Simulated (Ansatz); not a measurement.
Calculated with Ansatz (gas phase, PBE0-D4/def2-TZVP geometries, no zero-point term in ΔE). CBS: MP2 limit from def2 TZ/QZ plus the TZ coupled-cluster correction, frozen cores. This one scheme is used for every species. Functionals use def2-TZVPP. Triplets are unrestricted, without spin–orbit coupling. One conformer a species, not always the lowest.

Reaction (formal loss of a carbene): `BCCCCl` → `BCCCl` + `[CH2]` (triplet)

```json
{"level": "ωB97X-V", "ΔE (kcal/mol)": "106.8"}
{"level": "PBE", "ΔE (kcal/mol)": "104.3"}
{"level": "PBE0", "ΔE (kcal/mol)": "102.5"}
{"level": "MP2/def2-TZVPP", "ΔE (kcal/mol)": "104.7"}
{"level": "CCSD(T)/def2-TZVPP", "ΔE (kcal/mol)": "101.6"}
{"level": "MP2/def2-QZVPP", "ΔE (kcal/mol)": "106.4"}
{"level": "MP2/CBS(def2)", "ΔE (kcal/mol)": "107.6"}
{"level": "CCSD/CBS(def2)", "ΔE (kcal/mol)": "101.7"}
```

Task: What does CCSD(T)/CBS give? (An estimate is asked.)

Result: Computed: +104.4 kcal/mol. The listed levels differ from it by 2.4, -0.1, -1.9, 0.3, -2.8, 2.0, 3.2, -2.7 kcal/mol.

Largest T1 diagnostic among the species: 0.011.

From PBE to PBE0 (25 % exact exchange), in def2-TZVPP and without D4, ΔE moves by −1.8 kcal/mol. The D4 term adds +2.3 kcal/mol with B3LYP and +1.3 kcal/mol with PBE0; it sums over pairs of atoms, weighted by their polarisabilities, and B3LYP, whose exchange is more repulsive, gets the larger term.

B3LYP here is the variant with VWN-RPA as its local correlation; programs differ in this.
